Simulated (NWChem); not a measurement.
# TaO, doublet; SMILES [Ta]=[O]

```xyz
2

Ta     0.0000     0.0000    -0.1522
O      0.0000     0.0000     1.5326
```
Atoms are numbered in this order, from 1.

Level: PBE0/def2-SVP with def2 effective core potentials on Ta, spin-unrestricted (NWChem), optimised geometry, unscaled harmonic frequencies. def2 effective core potentials on Ta; no spin-orbit coupling.

```
frequency (cm⁻¹)  IR intensity (km/mol)
----------------  ---------------------
1069                              115.4
```

| Item | Value |
|---|---|
| zero-point energy | 1.5 kcal/mol |
| thermal correction to the enthalpy at 298.15 K (with zero-point energy) | 3.6 kcal/mol |
| heat capacity Cv | 5.3 cal/(mol K) |

Rigid rotor and harmonic oscillator.
